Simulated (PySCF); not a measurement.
SeF3, SMILES F[Se](F)F, multiplicity 2.

Coordinates come from a B3LYP-D3(BJ)/def2-SVP optimisation. The spin state was assumed, not searched. The isomer is the one that the SMILES or the coordinates give; other isomers of the formula were not compared.

These are TDA-ωB97X/def2-SVPD run with PySCF values and carry that method's errors.

Vertical excitations. Isolated molecule, no solvent.

Computed lowest excited states:
```
state    energy (eV)  λ (nm)      f                                                  main pairs
-------  -----------  ------  -----  ----------------------------------------------------------
root 1          3.19     388  0.007                                            β HOMO→LUMO 95 %
root 2          4.08     304  0.004                                            α HOMO→LUMO 92 %
root 3          4.65     267  0.000                                          β HOMO−1→LUMO 98 %
root 4          5.09     243  0.000                      β HOMO−3→LUMO 82 %, β HOMO−4→LUMO 17 %
root 5          5.23     237  0.032                                          β HOMO−2→LUMO 92 %
root 6          5.53     224  0.002                      β HOMO−4→LUMO 78 %, β HOMO−3→LUMO 16 %
root 7          5.92     209  0.000                      α HOMO−1→LUMO 45 %, β HOMO→LUMO+1 49 %
root 8          6.45     192  0.001                      α HOMO→LUMO+1 11 %, β HOMO−5→LUMO 85 %
root 9          6.57     189  0.000  α HOMO→LUMO+1 69 %, α HOMO→LUMO+5 16 %, β HOMO−5→LUMO 14 %
root 10         6.83     181  0.032  α HOMO−1→LUMO 45 %, β HOMO→LUMO+1 40 %, β HOMO−6→LUMO 13 %
```
Unrestricted roots are not spin-pure.
